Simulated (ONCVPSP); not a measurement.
u(r) = r·R(r): atom against pseudo-atom (I)

Columns: radius, all-electron u(r) and pseudo u(r) of the 4p shell (level -127.57 eV) of iodine in the configuration [Ar] 3d10 4s2 4p6 4d10 5s2 5p5; PBE, scalar-relativistic, ONCV scheme, ONCVPSP 4.0.1.

| r (bohr) | all-electron | pseudo |
| --- | --- | --- |
| 0.078 | 0.4163 | 0.0392 |
| 0.155 | -0.3728 | 0.1488 |
| 0.232 | -0.7274 | 0.3146 |
| 0.310 | -0.4449 | 0.5173 |
| 0.388 | 0.1036 | 0.7288 |
| 0.465 | 0.6234 | 0.9211 |
| 0.542 | 1.0017 | 1.0762 |
| 0.620 | 1.2205 | 1.1814 |
| 0.698 | 1.2985 | 1.2277 |
| 0.775 | 1.2769 | 1.2177 |
| 0.852 | 1.1935 | 1.1601 |
| 0.930 | 1.0751 | 1.0653 |
| 1.008 | 0.9434 | 0.9476 |
| 1.085 | 0.8134 | 0.8224 |
| 1.162 | 0.6912 | 0.6991 |
| 1.240 | 0.5793 | 0.5839 |
| 1.318 | 0.4811 | 0.4829 |
| 1.395 | 0.3975 | 0.3979 |
| 1.472 | 0.3267 | 0.3266 |
| 1.550 | 0.2664 | 0.2663 |
| 1.628 | 0.2163 | 0.2163 |
| 1.705 | 0.1756 | 0.1755 |
| 1.782 | 0.1421 | 0.1420 |
| 1.860 | 0.1144 | 0.1144 |
| 1.938 | 0.0919 | 0.0919 |
| 2.015 | 0.0739 | 0.0739 |

(1) How many radial nodes do the two functions have?

(2) At about which radius was the pseudo-wave matched?

(3) Is the pseudo-wave norm-conserving?

Results:

(1) The all-electron 4p function has n − l − 1 = 2; the pseudo-wave has 0, since the states of the same l below it are removed with the core.

(2) 1.55 bohr. The columns agree to 0.0005 from 1.40 bohr on; several derivatives are matched, so the curves merge somewhat inside the radius.

(3) Yes: the ONCV scheme keeps the norm inside the radius equal to the all-electron one, which fixes the energy derivative of the logarithmic derivative at the level.
